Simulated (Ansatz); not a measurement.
CH$_{6}$N (SMILES C[NH3+]), charge +1, singlet, at a GFN2-xTB geometry. Base run: MP2/3-21G (Ansatz, a first-principles code).

The Ansatz input:
Ansatz 0.2 input:
```yaml
crystal:
  periodic: [false, false, false]
  atoms:
    - {symbol: C, position_ang: [0.01083306, 0.77896196, 0.01718417]}
    - {symbol: N, position_ang: [-0.00980468, -0.70501536, -0.01555288]}
    - {symbol: H, position_ang: [-1.00520895, 1.16711175, 0.00210253]}
    - {symbol: H, position_ang: [-0.51586148, -1.07647662, 0.79977181]}
    - {symbol: H, position_ang: [-0.47723789, -1.04020507, -0.86877347]}
    - {symbol: H, position_ang: [0.50617443, 1.12581341, 0.92137446]}
    - {symbol: H, position_ang: [0.54711375, 1.16425966, -0.84721029]}
    - {symbol: H, position_ang: [0.94865455, -1.07916738, -0.00149988]}
basis:
  gaussian:
    orbitals: 3-21G.json
total_charge: 1
magnetization: {spin_polarized: false}
correlation: {method: mp2}
```
The basis file holds 3-21G in the JSON format of the Basis Set Exchange.

Variants of this job, named by their change:

```json
[
 {"change": "base", "ΔE vs base (mEh)": "0.000", "MP2 correlation (Eh)": "-0.20396", "basis functions": "30"},
 {"change": "fitting = cc-pVTZ-JKFIT (mean field), cc-pVTZ-RIFIT (correlation)", "ΔE vs base (mEh)": "0.038", "MP2 correlation (Eh)": "-0.20396", "basis functions": "30"},
 {"change": "accuracy = high", "ΔE vs base (mEh)": "-0.014", "MP2 correlation (Eh)": "-0.20397", "basis functions": "30"},
 {"change": "lower_state_search = off", "ΔE vs base (mEh)": "0.000", "MP2 correlation (Eh)": "-0.20396", "basis functions": "30"},
 {"change": "method = rpa", "ΔE vs base (mEh)": "[?]", "MP2 correlation (Eh)": "-", "basis functions": "30"},
 {"change": "electrons = all", "ΔE vs base (mEh)": "[?]", "MP2 correlation (Eh)": "[?]", "basis functions": "30"},
 {"change": "method = ccsd", "ΔE vs base (mEh)": "[?]", "MP2 correlation (Eh)": "-0.20396", "basis functions": "30"},
 {"change": "method = bccd_t", "ΔE vs base (mEh)": "-31.623", "MP2 correlation (Eh)": "-0.20396", "basis functions": "30"},
 {"change": "method = ccsd_t", "ΔE vs base (mEh)": "-31.634", "MP2 correlation (Eh)": "-0.20396", "basis functions": "30"},
 {"change": "electrons = outside_noble_gas", "ΔE vs base (mEh)": "0.000", "MP2 correlation (Eh)": "-0.20396", "basis functions": "30"}
]
```

Q: Complete the blanks.

A: 
- method = rpa, ΔE vs base (mEh): -41.614
- electrons = all, ΔE vs base (mEh): -3.457
- electrons = all, MP2 correlation (Eh): -0.20742
- method = ccsd, ΔE vs base (mEh): -27.481
